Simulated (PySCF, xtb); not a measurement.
C2H7Si, SMILES C[SiH]C (connectivity only; charge and spin as stated), charge +1, multiplicity 1.

Geometry optimised at PBE0-D3(BJ)/def2-SVP. The multiplicity is an assumed one; other spin states were not compared. The isomer is the one that the SMILES or the coordinates give; other isomers of the formula were not compared.

Calculation: PySCF with IEF-PCM-ωB97X/def2-SVP.

The values are the electrostatic part of the solvation free energy, E(continuum) − E(gas) at the gas-phase geometry, in a cavity of scaled van der Waals radii (PySCF's table); cavitation and dispersion terms are not included. In vacuum the orbital gap is 11.69 eV.

Task: Estimate the values in water (ε = 78.36), tetrahydrofuran (ε = 7.43), dimethylsulfoxide (ε = 46.83). (Estimate from the structure and the level; the computed values follow.)

Result: 
```
solvent                ε  ΔG(elec) (kcal/mol)  gap (eV)
-----------------  -----  -------------------  --------
water              78.36                -58.5     11.87
tetrahydrofuran     7.43                -51.2     11.83
dimethylsulfoxide  46.83                -58.0     11.87
```

For comparison, GFN2-xTB/ALPB(water) (xtb, at the GFN2-xTB geometry, all terms of that model) gives -52.8 kcal/mol.
